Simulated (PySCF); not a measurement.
Task: Give a PBE0-D3(BJ)/def2-SVP geometry of `C#C[C@@]1([S@@](C)=O)[C@@H]2CC[C@@H]21`.

Result: 
```
atom  x, y, z in Å
C1     1.084    2.094    2.370
C2     0.553    1.226    1.711
C3    -0.025    0.192    0.905
S4     1.215   -1.019    0.279
C5     2.233    0.187   -0.611
O6     2.020   -1.490    1.450
C7    -1.383   -0.312    1.325
C8    -1.827   -1.498    0.477
C9    -1.690   -0.619   -0.793
C10   -1.239    0.548    0.082
H11    1.546    2.855    2.971
H12    1.643    0.652   -1.414
H13    3.076   -0.379   -1.031
H14    2.596    0.936    0.106
H15   -1.763   -0.042    2.313
H16   -2.870   -1.778    0.678
H17   -1.203   -2.403    0.541
H18   -2.663   -0.417   -1.261
H19   -0.991   -0.959   -1.573
H20   -1.492    1.602   -0.062
```

Any rigid rotation of these coordinates is as good. Atoms count from 1 in this order. The 4-membered ring C7–C8–C9–C10 has internal angles of 89.4° to 90.8° (sum 360°, against 360° for a flat polygon); it is planar, 0.00 Å rms from its mean plane, widest ring torsion 0°. The C–S distances run from 1.811 Å (S4–C5, drawn single) to 1.842 Å (C3–S4, drawn single), a spread of 0.031 Å. The 8 C–C bonds span 1.212 Å (C1≡C2, drawn triple) to 1.550 Å (C8–C9, drawn single), a spread of 0.338 Å. S4 (sulfinyl sulfur) is pyramidal (angles 107.6°, 107.0° and 96.2°, sum 310.8°, 0.71 Å off the plane of its three neighbours).

Bonds between heavy atoms (Å): C1≡C2 1.212, C2–C3 1.433, C3–S4 1.842, S4–C5 1.811, S4=O6 1.497, C3–C7 1.509, C7–C8 1.524, C8–C9 1.550, C9–C10 1.527, C3–C10 1.510, C7–C10 1.518.

Method: PBE0-D3(BJ)/def2-SVP geometry optimisation, gas phase in PySCF.

Point group: C1 (no symmetry element, even within 0.4 Å). PBE0-D3(BJ)/def2-SVP frequencies: not computed here. One conformer, not necessarily the lowest (C2–C3–S4–C5 -59°).

Rough CPU time on one thread of a shared machine: about 2.9 min. This is the geometry optimisation.
